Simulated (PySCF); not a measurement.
Job file and geometry (Å, from GFN2-xTB) of an NMR shielding run on SMILES C(C)O/C(C)=C/[C@H](C)BF, C₇H₁₄BFO, GIAO PBE0/pcSseg-1 NMR shielding, non-relativistic, gas phase (PySCF); density fitting, a coarse starting grid and PySCF grid level 2 are the driver's defaults:

```
$ OMP_NUM_THREADS=1 python probes_run.py task.json out

{"job": {"kind": "nmr", "xc": "PBE0", "basis": "pcSseg-1"}, "charge": 0, "multiplicity": 1}
C      3.761411     0.365066     0.388708
C      2.581898    -0.541793     0.070579
O      1.461169     0.286394    -0.170901
C      0.217488    -0.260881    -0.320595
C      0.063943    -1.747968    -0.340531
C     -0.793624     0.617375    -0.446049
C     -2.264444     0.309475    -0.606442
C     -3.006033     1.424898    -1.330676
B     -2.315510     0.223253     0.961430
F     -2.156285    -0.961192     1.552973
H      3.541042     0.966792     1.266015
H      4.647091    -0.234618     0.578876
H      3.952274     1.031543    -0.447607
H      2.388063    -1.215673     0.914867
H      2.808824    -1.149089    -0.817342
H     -0.928083    -2.016274    -0.686053
H      0.803384    -2.209641    -0.993748
H      0.186132    -2.156775     0.662840
H     -0.535419     1.665512    -0.406573
H     -2.415459    -0.632612    -1.133546
H     -4.068836     1.197990    -1.378245
H     -2.883820     2.369119    -0.806209
H     -2.631437     1.541439    -2.346371
H     -2.425506     1.147422     1.675619
```

Problem. Write the output of this run.

Solution. 
```
coarse grid: 19544 points
cycle   1  E = -474.3324973930  dE =  1.139e+00  |g| = 7.353e-01  |ddm| = 4.224e+00
cycle   2  E = -474.2653659971  dE =  6.713e-02  |g| = 9.900e-01  |ddm| = 1.389e+00
cycle   3  E = -474.4385148453  dE = -1.731e-01  |g| = 1.032e-01  |ddm| = 8.112e-01
cycle   4  E = -474.4404468403  dE = -1.932e-03  |g| = 3.840e-02  |ddm| = 9.549e-02
cycle   5  E = -474.4407570558  dE = -3.102e-04  |g| = 1.067e-02  |ddm| = 3.783e-02
cycle   6  E = -474.4407750919  dE = -1.804e-05  |g| = 5.083e-03  |ddm| = 1.291e-02
cycle   7  E = -474.4407808631  dE = -5.771e-06  |g| = 9.772e-04  |ddm| = 5.069e-03
final grid: 187688 points
cycle   8  E = -474.5151301441  dE = -7.972e-05  |g| = 1.297e-02  |ddm| = 4.365e-02
cycle   9  E = -474.5151013760  dE =  2.877e-05  |g| = 1.811e-02  |ddm| = 2.179e-02
cycle  10  E = -474.5151651722  dE = -6.380e-05  |g| = 2.492e-03  |ddm| = 1.326e-02
cycle  11  E = -474.5151664604  dE = -1.288e-06  |g| = 3.503e-04  |ddm| = 2.423e-03
cycle  12  E = -474.5151664783  dE = -1.792e-08  |g| = 2.378e-04  |ddm| = 5.338e-04
cycle  13  E = -474.5151664922  dE = -1.392e-08  |g| = 3.895e-05  |ddm| = 2.354e-04
cycle  14  E = -474.5151664926  dE = -3.404e-10  |g| = 9.230e-06  |ddm| = 4.435e-05
converged SCF energy = -474.5151664926

GIAO shielding tensors (ppm)
atom      isotropic    diamagn.    paramagn.     s11        s22        s33       span
  0 C      169.167     245.825     -76.657    153.812    167.960    185.730     31.918
  1 C      121.688     246.335    -124.647     94.251    108.946    161.867     67.616
  2 O      173.806     403.948    -230.142     54.276    218.768    248.374    194.098
  3 C       13.973     258.595    -244.622    -91.616     38.223     95.311    186.927
  4 C      171.165     253.568     -82.402    160.514    171.522    181.459     20.945
  5 C       90.047     263.907    -173.859      8.613    120.184    141.344    132.731
  6 C      154.791     255.617    -100.826    142.108    158.371    163.894     21.786
  7 C      169.409     243.385     -73.977    156.917    163.350    187.959     31.042
  8 B       69.040     190.285    -121.245     43.977     76.066     87.077     43.100
  9 F      275.513     471.148    -195.635    141.675    208.393    476.471    334.796
 10 H       30.200      29.942       0.258     26.223     28.706     35.673      9.450
 11 H       30.678      26.135       4.543     26.488     27.832     37.715     11.226
 12 H       30.159      29.118       1.041     26.273     28.360     35.844      9.571
 13 H       27.790      32.372      -4.583     22.399     29.545     31.425      9.026
 14 H       27.658      31.355      -3.696     22.456     28.731     31.788      9.333
 15 H       29.533      33.308      -3.775     24.819     30.369     33.412      8.593
 16 H       29.785      31.694      -1.909     24.890     28.952     35.512     10.622
 17 H       29.768      32.077      -2.309     26.151     27.869     35.284      9.133
 18 H       27.702      38.875     -11.174     23.641     28.632     30.832      7.191
 19 H       29.851      34.778      -4.927     24.613     31.676     33.264      8.651
 20 H       30.403      26.796       3.608     25.602     27.679     37.930     12.328
 21 H       30.695      29.491       1.205     26.689     28.879     36.517      9.828
 22 H       30.529      29.031       1.498     25.999     28.707     36.880     10.882
 23 H       27.403      31.532      -4.129     25.483     26.645     30.081      4.599
```

Size and cost of the density-fitted run: 240 basis functions, 61 s wall time on 1 thread of an Arm Neoverse V1, shared host; peak memory 1 GiB.
